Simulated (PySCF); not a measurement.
Isomers of FH9OSi4.

All values: wB97X-D/def2-SVPD (PySCF) at GFN2-xTB geometries, gas phase, one conformer each. Core orbitals are frozen in the response; Δα² is half the sum of the squared differences of the principal polarisabilities.

Question: Rank by HOMO–LUMO gap, highest first.
A. `[F:1][Si@@H:2]([SiH3:3])[SiH2:4][O:5][SiH3:6]` with F1–Si2–Si4–O5 -165°, Si2–Si4–O5–Si6 167°
B. `[F:1][Si@@H:2]([O:3][SiH3:4])[SiH2:5][SiH3:6]` with F1–Si2–O3–Si4 -4°, F1–Si2–Si5–Si6 -61°
C. `[F:1][SiH2:2][O:3][SiH:4]([SiH3:5])[SiH3:6]` with F1–Si2–O3–Si4 -39°, Si2–O3–Si4–Si5 -64°

Answer: B (10.75 eV), C (10.46 eV), A (10.00 eV).

Question: Rank by polarisability anisotropy Δα, highest first.
A. `[F:1][SiH2:2][Si@H:3]([SiH3:4])[O:5][SiH3:6]` with F1–Si2–Si3–Si4 -56°, Si2–Si3–O5–Si6 175°
B. `[F:1][Si@@H:2]([SiH3:3])[SiH2:4][O:5][SiH3:6]` with F1–Si2–Si4–O5 -165°, Si2–Si4–O5–Si6 167°
C. `[F:1][SiH2:2][SiH2:3][SiH2:4][O:5][SiH3:6]` with F1–Si2–Si3–Si4 2°, Si2–Si3–Si4–O5 148°
D. `[OH:1][SiH2:2][Si:3]([F:4])([SiH3:5])[SiH3:6]` with H–O1–Si2–Si3 180°, O1–Si2–Si3–F4 180°

Answer: C (5.66 Å³), D (5.00 Å³), B (4.23 Å³), A (3.89 Å³).

All values together:

```json
{"SMILES": "F[Si@@H]([SiH3])[SiH2]O[SiH3]", "μ (D)": "1.71", "HOMO (eV)": "-9.79", "LUMO (eV)": "0.21", "α (Å³)": "16.51", "Δα (Å³)": "4.23"}
{"SMILES": "F[SiH2][SiH2][SiH2]O[SiH3]", "μ (D)": "1.64", "HOMO (eV)": "-9.83", "LUMO (eV)": "0.60", "α (Å³)": "16.63", "Δα (Å³)": "5.66"}
{"SMILES": "F[SiH2]O[SiH]([SiH3])[SiH3]", "μ (D)": "1.27", "HOMO (eV)": "-9.75", "LUMO (eV)": "0.71", "α (Å³)": "16.68", "Δα (Å³)": "4.01"}
{"SMILES": "F[Si@@H](O[SiH3])[SiH2][SiH3]", "μ (D)": "1.37", "HOMO (eV)": "-9.97", "LUMO (eV)": "0.78", "α (Å³)": "16.56", "Δα (Å³)": "4.24"}
{"SMILES": "F[SiH2][Si@H]([SiH3])O[SiH3]", "μ (D)": "1.99", "HOMO (eV)": "-9.73", "LUMO (eV)": "0.23", "α (Å³)": "16.61", "Δα (Å³)": "3.89"}
{"SMILES": "O[SiH2][Si](F)([SiH3])[SiH3]", "μ (D)": "2.16", "HOMO (eV)": "-9.79", "LUMO (eV)": "0.15", "α (Å³)": "17.73", "Δα (Å³)": "5.00"}
```

Conformers: `[F:1][Si@@H:2]([SiH3:3])[SiH2:4][O:5][SiH3:6]` with F1–Si2–Si4–O5 -165°, Si2–Si4–O5–Si6 167°; `[F:1][SiH2:2][SiH2:3][SiH2:4][O:5][SiH3:6]` with F1–Si2–Si3–Si4 2°, Si2–Si3–Si4–O5 148°; `[F:1][SiH2:2][O:3][SiH:4]([SiH3:5])[SiH3:6]` with F1–Si2–O3–Si4 -39°, Si2–O3–Si4–Si5 -64°; `[F:1][Si@@H:2]([O:3][SiH3:4])[SiH2:5][SiH3:6]` with F1–Si2–O3–Si4 -4°, F1–Si2–Si5–Si6 -61°; `[F:1][SiH2:2][Si@H:3]([SiH3:4])[O:5][SiH3:6]` with F1–Si2–Si3–Si4 -56°, Si2–Si3–O5–Si6 175°; `[OH:1][SiH2:2][Si:3]([F:4])([SiH3:5])[SiH3:6]` with H–O1–Si2–Si3 180°, O1–Si2–Si3–F4 180°.
